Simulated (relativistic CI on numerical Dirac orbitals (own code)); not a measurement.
## Au⁷⁰⁺: sensitivity of the levels to the model

Base calculation: Dirac-Coulomb-Breit CI, KLI orbitals optimised for each configuration, a model potential for QED, unscaled Slater integrals.

Configuration list (outside the closed core 1s2): 2s²2p⁵, 2s2p⁶, 2s²2p⁴3s, 2p⁶3s, 2p⁶3p, 2s²2p⁴3p, 2p⁶3d, 2s²2p⁴3d, 2s2p⁵3s, 2s2p⁵3p, 2s2p⁵3d, 2s²2p⁴4s, 2s²2p⁴4p, 2s²2p⁴4d, 2s²2p⁴4f, 2s²2p³3s², 2s²2p³3s3p, 2s2p⁵4s, 2s²2p⁴5s, 2s²2p³3s3d, 2s²2p⁴5p, 2s2p⁵4p, 2s²2p³3p², 2s²2p⁴5d, 2s²2p⁴5f, 2s²2p⁴5g, 2s2p⁵4d, 2s2p⁵4f, 2s²2p³3p3d, 2s2p⁴3s², 2s²2p³3d², 2s2p⁴3s3p, 2s2p⁴3s3d, 2s2p⁴3p², 2s2p⁵5s, 2s2p⁴3p3d. Levels of other configurations are missing.

Variants: (1) Breit term removed; (2) one mean potential for all configurations. Shifts of the energy above 2s²2p⁵ ²P°3/2, in eV, for the lowest level and the first level of each name with at least 55 % of one term (blank where a level changes its place among those of its configuration and J or its character, or is not in the variant):

```tsv
Level	Base	Δ(1)	Δ(2)
2s²2p⁵ ²P°3/2	0.0	0.0	0.0
2s²2p⁵ ²P°1/2	1884.0	+20.8	-0.1
2s2p⁶ ²S1/2	2416.3	-1.2	+0.4
2s²2p⁴3s ⁴P5/2	9659.6	+22.5	-1.5
2s²2p⁴3s ²P3/2	9671.7	+21.7	-1.6
2s²2p⁴3s ²S1/2	9731.8	+11.4	-1.7
2s²2p⁴3p ²P°1/2	9879.9	+5.4	-1.6
2s²2p⁴3p ⁴D°7/2	10342.6	+23.8	-1.4
2s²2p⁴3d ²D3/2	10572.8	+13.2	-1.7
2s²2p⁴3d ⁴F9/2	10624.9	+29.0	-1.6
2s²2p⁴3d ²P1/2	10640.6	+25.7	-1.6
2s²2p⁴3s ⁴P3/2	11554.0	+38.5	-1.0
2s²2p⁴3s ²P1/2	11564.7	+38.6	-1.1
2s²2p⁴3s ²D5/2	11574.2	+48.9	-1.0
2s²2p⁴3s ²D3/2	11581.4	+47.3	-1.0
2s2p⁵3s ⁴P°5/2	12008.9	+24.2	-1.1
2s2p⁵3s ²P°3/2	12039.7	+22.6	-0.9
2s2p⁵3s ²P°1/2	12111.1	+20.2	-1.1
2s²2p⁴3p ⁴D°5/2	12237.0	+39.0	-0.9
2s²2p⁴3p ²F°7/2	12253.6	+50.6	-0.9
2s2p⁵3p ²D3/2	12261.9	+14.8	-1.2
2s²2p⁴3d ⁴D1/2	12389.1	+38.0	-1.1
```

At this charge energies of transitions that change n are usually good to better than 1 %, and those within a shell (Δn = 0) to a few per cent.

Ionisation energy from the two ground configurations alone: base 18393.9 eV; Breit term removed 18423.7 eV. The NIST ASD value (theoretical) is 18400 eV.

LS names give the leading component of a level, which can be under half, so a name can repeat, a term be missing and a line seem to break the LS rules.
